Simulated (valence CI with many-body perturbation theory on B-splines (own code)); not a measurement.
# E1 line list for Tm²⁰⁺

Method: valence CI with perturbative core correlation (CI+MBPT): three valence electrons over a frozen Dirac-Fock core [Kr] 4d10, radial functions for each j: 8 s, 8 p, 9 d, 9 f, 6 g, 3 h, 2 i, with the one-electron correlation potential Σ1, the two-electron term Σ2, the three-electron term Σ3, Breit, model QED; selected CI, second order for the rest (own B-spline code, finite nucleus).

No measured spectrum was set against this ion. As an estimate, terms of the open shell hold to a few per cent of their energy, and close levels can change places. Core correlation moves these levels by up to 43000 cm⁻¹, and in measured spectra 5 to 20 % of such shifts remained as error; rates that hang on mixing are uncertain with them.

Lines 51 to 100 of 189 in falling wavelength, among levels below 515610 cm⁻¹, chosen from the strongest by gf and those to the six lowest levels. Wavelengths and rates use the calculated energies, so an error of 2000 cm⁻¹ moves a line at 254.4 Å by 0.51 % and its rate by three times that or more. Electric multipoles are in the length gauge, E1 and E2 with the static RPA response of the core. Weak lines are less certain than strong ones. Lines between different terms over intervals too small for the method are left out, as are lines whose strength nearly cancels. Where a level lies close to another of its J and parity, the split of strength between their lines is uncertain. The highest levels of a list are the least certain.

Names give the largest LS component (configuration and term), which can be under half, so a name can repeat, a term be missing and a line seem to break the LS rules; names also repeat where a configuration has a term twice. Letters in brackets count levels of one name in rising energy.

```tsv
λ vac (Å)	Upper	Lower	A (s⁻¹)	log gf	Branch %
254.4	4f²5s ⁴P_5/2	4f³ ²F°_7/2 [a]	2.37e+04	-5.86	2.2
254.1	4f²5s ²H_9/2	4f³ ²G°_7/2 [a]	1.72e+04	-5.78	6.4
253.9	4f²5s ⁴H_9/2	4f³ ⁴F°_7/2	6.65e+03	-6.19	7.1
253.7	4f²5s ²F_5/2	4f³ ²D°_5/2 [a]	2.13e+04	-5.91	4.4
253.4	4f²5s ⁴P_5/2	4f³ ²D°_5/2 [b]	2.94e+04	-5.77	2.7
252.9	4f²5s ⁴F_7/2	4f³ ⁴G°_9/2	3.82e+04	-5.53	10.7
252.8	4f²5s ⁴H_11/2	4f³ ²H°_11/2 [a]	5.72e+03	-6.18	5.1
252.2	4f²5s ⁴H_7/2	4f³ ²H°_9/2 [a]	1.87e+03	-6.85	2.3
251.5	4f²5s ²H_11/2	4f³ ²G°_9/2 [a]	2.44e+04	-5.56	5.5
251.3	4f²5s ⁴F_7/2	4f³ ²G°_7/2 [a]	2.03e+04	-5.81	5.7
251.2	4f²5s ²D_5/2	4f³ ⁴D°_7/2	3.04e+04	-5.76	3.8
250.9	4f²5s ⁴F_5/2	4f³ ⁴G°_7/2	3.39e+04	-5.72	9.4
250.7	4f²5s ⁴P_3/2	4f³ ²F°_5/2 [a]	6.43e+04	-5.62	6.3
250.6	4f²5s ⁴F_3/2	4f³ ⁴G°_5/2	8.15e+04	-5.51	25.2
250.3	4f²5s ²I_13/2	4f³ ²H°_11/2 [b]	4.32e+04	-5.25	5.3
250.1	4f²5s ²I_11/2	4f³ ²H°_11/2 [b]	7.26e+04	-5.09	8.3
249.9	4f²5s ⁴F_9/2	4f³ ²G°_7/2 [a]	1.05e+04	-6.01	3.4
249.8	4f²5s ²H_9/2	4f³ ²H°_11/2 [a]	2.82e+04	-5.58	10.5
248.5	4f²5s ²H_9/2	4f³ ⁴F°_9/2	2.47e+04	-5.64	9.2
248.5	4f²5s ⁴F_5/2	4f³ ⁴G°_5/2	1.60e+04	-6.05	4.4
248.3	4f²5s ²P_3/2	4f³ ²D°_5/2 [b]	2.05e+05	-5.12	8.4
247.9	4f²5s ²D_5/2	4f³ ²D°_3/2 [b]	1.17e+04	-6.19	1.5
247.7	4f²5s ²F_5/2	4f³ ²D°_3/2 [a]	1.70e+04	-6.03	3.5
246.8	4f²5s ²D_3/2	4f³ ⁴D°_1/2	3.32e+04	-5.92	4.5
246.7	4f²5s ²F_5/2	4f³ ²G°_7/2 [a]	5.53e+04	-5.52	11.4
245.9	4f²5s ⁴H_13/2	4f³ ²H°_11/2 [a]	2.83e+04	-5.45	23.8
245.9	4f²5s ⁴F_7/2	4f³ ⁴F°_9/2	1.29e+04	-6.03	3.6
245.8	4f²5s ²G_9/2	4f³ ⁴G°_11/2	1.83e+04	-5.78	5.9
245.8	4f²5s ⁴F_9/2	4f³ ²H°_11/2 [a]	6.59e+03	-6.22	2.2
245.7	4f²5s ⁴F_5/2	4f³ ⁴F°_7/2	1.14e+04	-6.21	3.2
245.5	4f²5s ⁴F_3/2	4f³ ⁴F°_5/2	3.37e+04	-5.91	10.4
245.1	4f²5s ²P_1/2	4f³ ²D°_3/2 [c]	2.18e+05	-5.41	8.9
245.0	4f²5s ⁴F_9/2	4f³ ⁴G°_7/2	7.16e+03	-6.19	2.4
245.0	4f²5s ⁴P_1/2	4f³ ⁴D°_1/2	1.22e+05	-5.66	18.2
244.7	4f²5s ⁴P_5/2	4f³ ²F°_5/2 [a]	1.42e+04	-6.12	1.3
244.5	4f²5s ⁴F_9/2	4f³ ⁴F°_9/2	3.68e+04	-5.48	12.1
244.3	4f²5s ²I_11/2	4f³ ²H°_9/2 [b]	6.67e+04	-5.14	7.6
243.9	4f²5s ²D_5/2	4f³ ⁴D°_3/2	3.41e+04	-5.74	4.2
243.7	4f²5s ²F_7/2	4f³ ²G°_9/2 [a]	1.60e+05	-4.94	31.0
243.5	4f²5s ²D_5/2	4f³ ⁴D°_5/2	7.49e+04	-5.40	9.3
243.4	4f²5s ⁴F_5/2	4f³ ⁴F°_5/2	1.11e+05	-5.23	30.8
242.7	4f²5s ²D_3/2	4f³ ⁴D°_5/2	5.16e+04	-5.74	6.9
242.5	4f²5s ⁴H_11/2	4f³ ²H°_9/2 [a]	1.40e+04	-5.83	12.4
242.2	4f²5s ²I_13/2	4f³ ²I°_13/2	4.07e+05	-4.30	49.8
242.0	4f²5s ²I_11/2	4f³ ²I°_13/2	1.19e+04	-5.90	1.4
242.0	4f²5s ²F_5/2	4f³ ⁴G°_7/2	1.32e+05	-5.16	27.1
241.6	4f²5s ⁴P_3/2	4f³ ⁴D°_1/2	3.37e+04	-5.93	3.3
241.3	4f²5s ⁴F_7/2	4f³ ⁴F°_7/2	1.34e+05	-5.03	37.5
241.3	4f²5s ⁴P_1/2	4f³ ⁴D°_3/2	4.97e+04	-6.06	7.4
241.3	4f²5s ⁴F_3/2	4f³ ⁴F°_3/2	1.51e+05	-5.28	46.7
```
